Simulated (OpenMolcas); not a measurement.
# Mo5+: moving the ligands

Mo5+ with 5 ligands (fluoride) in trigonal bipyramidal coordination (D3h) at 1.85 Å, the axial distance 1.961 Å. Ligand basis ANO-RCC-VDZP.

```yaml
Program: OpenMolcas 26.06
Method: CASSCF
Basis: ANO-RCC-VDZP [6s5p3d1f]
Scalar_Hamiltonian: DKH2, point nucleus
Active_space: 1 electron in 5 orbitals (4d)
State_averaging: 2S+1 = 2 even, 5 roots
Spin-orbit_coupling: state interaction with AMFI integrals over the reference wave functions
```

Runs around this geometry, states (labels of D3, the rotations of D3h). Energies in cm-1 above the lowest state or level, χT in cm3 K/mol.

```
R (Å)  Axial / equatorial distance  Ground state  First state of that spin  First gap with spin-orbit (degeneracies)  χT at 300 K
 1.85                         1.06            2E                  2E 14096                              798.0 (2, 2)        0.127
 1.89                         1.06            2E                  2E 13003                              797.1 (2, 2)        0.126
 1.85                        1.113            2E                  2E 15480                              802.3 (2, 2)        0.127
```

Taking the first state of the same spin as R^-n, n = -ln(13003 / 14096) / ln(1.89 / 1.85) = 3.8 between the shortest and longest distance.

An orbital doublet at a regular site is open to a Jahn-Teller distortion, which this geometry leaves out. The least metal-like active orbital is 71 % on the metal (Löwdin) and no ligand orbital is active, so the numbers are rough. With metal d orbitals alone the field can be off either way by tens of per cent. Ligand-to-metal charge-transfer states are missing. No measured value stands beside these numbers; the geometry was imposed, not optimised, and the real ion may take another.
